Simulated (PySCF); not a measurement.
# How methods differ on the ionisation energy of Xe⁸⁺

Xe⁸⁺ [Kr] 4d10 (1S) → Xe⁹⁺ [Kr] 4d9 (2D), as a difference of total energies. Calculation: PySCF 2.14, in an even-tempered Gaussian basis (22 s from 0.23 bohr⁻², ratio 2.5; 16 p from 0.29 bohr⁻², ratio 2.5; 11 d from 0.29 bohr⁻², ratio 2.5; 5 f from 2.9 bohr⁻², ratio 2.7; 4 g from 4.3 bohr⁻², ratio 2.7); the spin-free X2C one-electron Hamiltonian (Gaussian nucleus). The calculations carry no spin-orbit coupling.

```json
{"method": "UHF", "ionisation energy (eV)": "178.86"}
{"method": "BHandHLYP", "ionisation energy (eV)": "179.98"}
{"method": "M06", "ionisation energy (eV)": "180.39"}
```

The reference lies between the lowest fine-structure levels, while these numbers refer to the centres of the terms.

For comparison: 179.84 ± 0.12 eV (measured; NIST Atomic Spectra Database, ionization energies).
